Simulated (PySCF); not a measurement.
C4H11F3Si2, SMILES C[Si](C)(C)[SiH2]C(F)(F)F (GFN2-xTB optimised geometry):

```
20

C      1.877    -1.060     0.000
Si    -0.034    -1.060     0.000
C     -0.674    -1.997     1.539
C     -0.665    -1.935    -1.577
Si    -0.853     1.132     0.000
C     -0.055     1.994     1.559
F     -0.324     1.333     2.709
F     -0.470     3.260     1.754
F      1.295     2.053     1.484
H      2.274    -0.586    -0.893
H      2.270    -0.519     0.856
H      2.277    -2.070     0.040
H     -1.757    -2.079     1.531
H     -0.270    -3.005     1.590
H     -0.392    -1.485     2.455
H     -1.750    -1.957    -1.612
H     -0.317    -2.962    -1.623
H     -0.319    -1.434    -2.476
H     -0.458     2.070    -1.058
H     -2.277     1.378     0.256
```

Method: PBE/def2-SVP (PySCF 2.14.0).

Question: What are the frontier orbital energies and the dipole moment?

Answer: HOMO-2 -7.50 eV, HOMO-1 -7.43 eV, HOMO -6.88 eV, LUMO -0.87 eV, LUMO+1 -0.46 eV; dipole moment 2.93 D.

On the same geometry PBE0/def2-SVP (PySCF) gives HOMO-2 -8.87 eV, HOMO-1 -8.84 eV, HOMO -8.20 eV, LUMO -0.13 eV, LUMO+1 0.30 eV; dipole moment 3.23 D.

Meta-Löwdin charges at PBE/def2-SVP: C1 -0.53, Si2 0.64, C3 -0.53, C4 -0.54, Si5 0.25, C6 0.52, F7 -0.25, F8 -0.24, F9 -0.25, H10 0.12, H11 0.12, H12 0.12, H13 0.12, H14 0.12, H15 0.12, H16 0.12, H17 0.12, H18 0.12, H19 -0.06, H20 -0.06.
